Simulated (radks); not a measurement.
Results of a calculation; reference values are marked as such.
The nuclear charge of the bromine ion Br2+ is varied continuously with 33 electrons held in [Ar] 3d10 4s2 4p3. Code: a radial shooting solver on a logarithmic mesh with Libxc functionals. Model: Dirac Kohn-Sham, PBEsol, spin-unpolarised, spherical densities, finite nucleus; open shells fill j = l - 1/2 first; Fermi nuclear charge, rms radius 4.1629 fm. By the Hellmann-Feynman theorem dE/dZ = E(electron-nucleus)/Z, the electronic potential at the nucleus (averaged over a nucleus of fixed radius).

Z     E (hartree)  E(electron-nucleus)/Z (hartree)   HOMO  e(HOMO) (eV)  <r> HOMO (bohr)
34    -2428.04926                         -172.127  4p3/2       -15.201            2.131
34.5  -2514.96176                         -175.523  4p3/2       -21.277            1.983
35    -2603.57223                         -178.919  4p3/2       -27.947            1.862
35.5  -2693.88082                         -182.316  4p3/2       -35.181            1.759
36    -2785.88829                         -185.715  4p3/2       -42.956            1.671

The central difference of E at Z = 35 is -178.919 hartree, to compare with the third column; the second derivative is -6.79 hartree.
